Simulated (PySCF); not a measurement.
## Telling isomers of C6H9ClSi apart by NMR

- structure optimised with GFN2-xTB
- PBE0/pcSseg-1 with gauge-including orbitals
- code: PySCF 2.14.0 with density-fitted response routines
- fast rotation and ring inversion assumed for equivalent nuclei, gas phase, non-relativistic Hamiltonian, a single conformation

Scale: TMS for ¹H (31.72 ppm), ¹³C (186.93 ppm) (reference shieldings calculated alike). Where no couplings were computed, multiplicities follow the n + 1 count of equivalent neighbours, and m marks all less simple cases (inequivalent or close neighbours, rings, F or P nearby). Shifts are as computed. Against solution values, carbons near 30 ppm lie about +3 ppm off and those near 130 ppm about +5 ppm; carbons on Cl a further +6 ppm. Of 1309 compounds with measured shifts, 239 miss one by over three times the rms of a fit or turn the order of signals round; such compounds aren't used in these exercises. Carbons bonded to Cl come out too deshielded.

(1) Tabulate the signals of `C#C/C=C(\Cl)[SiH](C)C`, `C=C1C[Si@H]1C1(Cl)CC1`, `CC#C[C@H]1C[Si@@H](Cl)C1`, `C=CCC#C[SiH2]CCl`, `C=C/C=C(/C=C)[SiH2]Cl` and their relative energies.

(2) What is the quickest way to tell C=CCC#C[SiH2]CCl from C=C/C=C(/C=C)[SiH2]Cl?

(3) What is the quickest way to tell C#C/C=C(\Cl)[SiH](C)C from C=C/C=C(/C=C)[SiH2]Cl?

(4) What is the quickest way to tell C=C1C[Si@H]1C1(Cl)CC1 from CC#C[C@H]1C[Si@@H](Cl)C1?

Answers

(1) 
| SMILES | carbon types | δC | δH | E rel. (kcal/mol) |
| --- | --- | --- | --- | --- |
| C#C/C=C(\Cl)[SiH](C)C | 2×C 2×CH 2×CH3 | 166.1, 125.6, 98.4, 82.4, -3.5 | 6.26 (d, 1H), 4.56 (sept, 1H), 3.25 (d, 1H), 0.28 (d, 6H) | 32.1 |
| C=C1C[Si@H]1C1(Cl)CC1 | 2×C 4×CH2 | 148.9, 133.2, 33.1, 19.3, 14.3, 9.4 | 6.54 (m, 1H), 6.40 (m, 1H), 4.28 (m, 1H), 1.53 (m, 1H), 1.27 (m, 1H), 1.04 (m, 1H), 0.91 (m, 1H), 0.89 (m, 1H), 0.67 (m, 1H) | 52.3 |
| CC#C[C@H]1C[Si@@H](Cl)C1 | 2×C 1×CH 2×CH2 1×CH3 | 92.1, 84.3, 35.0, 20.1, 4.9 | 5.53 (m, 1H), 2.76 (m, 1H), 2.23 (m, 2H), 2.02 (s, 3H), 2.00 (m, 2H) | 5.2 |
| C=CCC#C[SiH2]CCl | 2×C 1×CH 3×CH2 | 141.8, 124.1, 116.5, 82.6, 31.4, 29.5 | 6.08 (m, 1H), 5.42 (m, 1H), 5.39 (m, 1H), 4.41 (t, 2H), 3.14 (d, 2H), 3.10 (t, 2H) | 41.3 |
| C=C/C=C(/C=C)[SiH2]Cl | 1×C 3×CH 2×CH2 | 156.5, 149.9, 144.6, 143.6, 131.2, 124.8 | 7.15 (m, 1H), 6.88 (d, 1H), 6.67 (m, 1H), 5.80 (m, 1H), 5.78 (m, 1H), 5.77 (m, 1H), 5.59 (m, 1H), 5.47 (s, 2H) | 0.0 |

Energies are electronic energies at PBE0/pcSseg-1 on these geometries, without zero-point or thermal terms, each for the one conformer computed, which needn't be the lowest.

(2) Both give the same number of carbon signals, but DEPT or the intensities differ. The first has an alkyne carbon (C) at 82.6 ppm, the second a fully substituted alkene carbon (C) at 144.6 ppm. Their most deshielded carbons lie at 141.8 and 156.5 ppm. In the proton spectra the most deshielded non-exchanging signals are 6.08 (m, 1H) and 7.15 (m, 1H).

(3) Count the carbon signals: 5 against 6. The first has an alkyne carbon (C) at 82.4 ppm, the second a terminal =CH2 carbon at 131.2 ppm. Their most deshielded carbons lie at 166.1 and 156.5 ppm. In the proton spectra the most deshielded non-exchanging signals are 6.26 (d, 1H) and 7.15 (m, 1H).

(4) Count the carbon signals: 6 against 5. The first has a terminal =CH2 carbon at 133.2 ppm, the second a propargylic sp3 CH at 20.1 ppm. Their most deshielded carbons lie at 148.9 and 92.1 ppm. In the proton spectra the most deshielded non-exchanging signals are 6.54 (m, 1H) and 5.53 (m, 1H).
